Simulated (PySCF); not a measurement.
**Bond length, frequency and bond energy of CsF⁻ by level of theory**

State: ²Σ⁺ (doublet), unpaired electrons σ ↑. Set-up: PySCF, scalar-relativistic core potentials, basis sets Cs def2-SVPD with ECP46, F def2-SVPD. De refers to Cs + F⁻ in their ground configurations, without counterpoise correction. The functionals are run spin-unrestricted. A positive dipole points towards F; it is taken about the centre of mass and depends on that origin.

```json
{"Level": "UHF", "Re (Å)": "2.572", "ωe (cm⁻¹)": "272", "De (eV)": "n/a", "μ (D)": "2.88", "CPU s a point (SCF and correlation, without the integrals)": "0.2"}
{"Level": "UHF-MP2", "Re (Å)": "2.593", "ωe (cm⁻¹)": "262", "De (eV)": "1.87", "μ (D)": "n/a", "CPU s a point (SCF and correlation, without the integrals)": "0.32"}
{"Level": "UHF-SCS-MP2", "Re (Å)": "2.595", "ωe (cm⁻¹)": "262", "De (eV)": "1.88", "μ (D)": "n/a", "CPU s a point (SCF and correlation, without the integrals)": "n/a"}
{"Level": "UHF-CCSD", "Re (Å)": "2.584", "ωe (cm⁻¹)": "267", "De (eV)": "n/a", "μ (D)": "n/a", "CPU s a point (SCF and correlation, without the integrals)": "n/a"}
{"Level": "UHF-CCSD(T)", "Re (Å)": "2.588", "ωe (cm⁻¹)": "265", "De (eV)": "1.88", "μ (D)": "n/a", "CPU s a point (SCF and correlation, without the integrals)": "9.4"}
{"Level": "PBE", "Re (Å)": "2.562", "ωe (cm⁻¹)": "264", "De (eV)": "1.85", "μ (D)": "1.76", "CPU s a point (SCF and correlation, without the integrals)": "0.64"}
{"Level": "r²SCAN", "Re (Å)": "2.556", "ωe (cm⁻¹)": "272", "De (eV)": "1.95", "μ (D)": "1.96", "CPU s a point (SCF and correlation, without the integrals)": "0.94"}
{"Level": "PBE0", "Re (Å)": "2.541", "ωe (cm⁻¹)": "276", "De (eV)": "1.93", "μ (D)": "2.17", "CPU s a point (SCF and correlation, without the integrals)": "1"}
{"Level": "B97-3", "Re (Å)": "2.568", "ωe (cm⁻¹)": "265", "De (eV)": "1.87", "μ (D)": "2.43", "CPU s a point (SCF and correlation, without the integrals)": "3.1"}
{"Level": "HSE06", "Re (Å)": "2.540", "ωe (cm⁻¹)": "277", "De (eV)": "1.92", "μ (D)": "2.08", "CPU s a point (SCF and correlation, without the integrals)": "0.94"}
{"Level": "MN15", "Re (Å)": "2.541", "ωe (cm⁻¹)": "275", "De (eV)": "1.78", "μ (D)": "-0.77", "CPU s a point (SCF and correlation, without the integrals)": "1.2"}
{"Level": "BHandHLYP", "Re (Å)": "2.550", "ωe (cm⁻¹)": "276", "De (eV)": "n/a", "μ (D)": "1.77", "CPU s a point (SCF and correlation, without the integrals)": "0.7"}
```

**Question.** Which functional lies closest to UHF-CCSD(T) in De, which farthest, and by how much do they differ from it?

**Answer.** Closest is B97-3 (-2.0 pm in Re, +0.0 % in ωe, -0.01 eV in De against UHF-CCSD(T) in the same basis), farthest MN15 (-4.7 pm in Re, +3.8 % in ωe, -0.10 eV in De). CCSD(T) converges more slowly with the basis than the functionals do and binds too weakly in this one, so the order can change at the basis-set limit.

**Question.** What does a quarter of exact exchange do here, going from PBE to PBE0?

**Answer.** PBE0 less PBE: -2.1 pm in Re, +4.5 % in ωe, +0.08 eV in De. Exact exchange removes part of the self-interaction that spreads semilocal densities, and in most molecules shortens and stiffens the bond and lowers De; here De goes the other way.

**Question.** What does second-order correlation do here, going from UHF to UHF-MP2?

**Answer.** UHF-MP2 less UHF: +2.1 pm in Re, -3.7 % in ωe. Correlation nearly always deepens the well. The bond lengthens, as in strong covalent bonds, where excitations into antibonding orbitals dominate.

Correlated steps freeze 1 core orbital. Correlated levels converge slowly with the basis: in double zeta they bind strong bonds too weakly, by up to about 1 eV, and carry superposition errors of some tenths. Spin–orbit coupling is left out. For an ion De counts to the pair picked by the measured ionisation energies or electron affinities, which need not be the lowest pair at this level. Counting both spins, an empty level lies below a filled one in some of these solutions, because spin and occupation are held. The highest Kohn–Sham level is positive in this anion. Much of that is self-interaction error, but it also means that the finite basis helps to hold the extra electron. The state was picked by a PBE0 search and need not be the measured ground state.

The whole job (state search and all levels along the bond) took about 3.6 min on 1 thread of Oxide Virtual Turin-like (shared host), peak memory 0.68 GiB.
